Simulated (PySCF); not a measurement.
CrCl3, SMILES [Cl][Cr]([Cl])[Cl] (connectivity only; charge and spin as stated), neutral, multiplicity 4. Atoms are numbered in the order given.

```xyz
4

Cr     0.0000     0.0000     0.0000
Cl     2.1401     0.0000     0.0000
Cl    -1.0701    -1.8534     0.0000
Cl    -1.0701     1.8534     0.0000
```
Charge 0, spin multiplicity 4.

The structure is a stationary point at B3LYP-D3(BJ)/def2-SVP. A frequency run showed that this geometry is not a minimum. The multiplicity is an assumed one; other spin states were not compared.

Level of theory: PySCF with TDA-M06-2X/def2-SVPD.

Vertical excitations; the highest root listed may be one member of a degenerate set. 

```
state    energy (eV)  λ (nm)      f                                                                            main pairs
-------  -----------  ------  -----  ------------------------------------------------------------------------------------
root 1          0.60    2050  0.000  α HOMO−2→LUMO 27 %, α HOMO−1→LUMO+1 27 %, α HOMO−10→LUMO 22 %, α HOMO−11→LUMO+1 22 %
root 2          0.64    1941  0.000  α HOMO−1→LUMO 27 %, α HOMO−2→LUMO+1 27 %, α HOMO−11→LUMO 22 %, α HOMO−10→LUMO+1 22 %
root 3          0.98    1264  0.000     α HOMO−2→LUMO+1, α HOMO−1→LUMO, α HOMO−10→LUMO+1, α HOMO−11→LUMO (degenerate set)
root 4          0.98    1264  0.000     α HOMO−1→LUMO+1, α HOMO−2→LUMO, α HOMO−11→LUMO+1, α HOMO−10→LUMO (degenerate set)
root 5          1.08    1147  0.001                                            α HOMO−6→LUMO+1 64 %, α HOMO−9→LUMO+1 33 %
root 6          1.09    1141  0.001                                                α HOMO−6→LUMO 64 %, α HOMO−9→LUMO 33 %
root 7          3.03     409  0.016                                                          α HOMO→LUMO (degenerate set)
root 8          3.03     409  0.016                                                        α HOMO→LUMO+1 (degenerate set)
root 9          3.64     340  0.000    α HOMO−4→LUMO 31 %, α HOMO−5→LUMO+1 31 %, α HOMO−7→LUMO 18 %, α HOMO−8→LUMO+1 18 %
root 10         3.76     330  0.004    α HOMO−8→LUMO+1 35 %, α HOMO−7→LUMO 35 %, α HOMO−5→LUMO+1 14 %, α HOMO−4→LUMO 14 %
```
Unrestricted roots are not spin-pure.
